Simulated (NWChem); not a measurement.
# Correlation energy of OP

```
P
O 1 1.4991
```
Charge 0, spin multiplicity 2.

The numbers come from NWChem runs, not from measurements. The geometry was optimised at UB3LYP/def2-SVP, a minimum by its harmonic frequencies.

Basis set: cc-pVDZ. Each correlation energy counts from its own Hartree-Fock reference.

| method | correlation energy (mHa) | remark |
|---|---|---|
| URI-MP2 | -269.5 | spin-contaminated |
| UMP2 | -269.4 | spin-contaminated |
| SCS-UMP2 | -260.1 | spin-contaminated |
| CCSD on UHF | -295.6 | spin-contaminated |
| CCSD[T] on UHF | -309.0 | spin-contaminated |
| CCSD(T) on UHF | -306.4 | spin-contaminated |
| CCSD on ROHF | -301.2 | - |
| CCSD[T] on ROHF | -315.9 | - |
| CCSD(T) on ROHF | -313.5 | - |
| CCSDT on ROHF | -313.8 | - |

The values span 55.8 mHa, from CCSD[T] on ROHF (lowest) to SCS-UMP2 (highest). 

The correlated methods keep 6 core orbitals frozen. The structure started from a generated list of species. The unpaired electrons of the parent sit in orbitals of symmetry b2 (C2v labels of the run); other states weren't searched. The stability of the SCF solutions was not checked. Open-shell Hartree-Fock references start from PBE0 orbitals. No row is a measurement; the coupled-cluster row has its own basis-set and correlation limits.
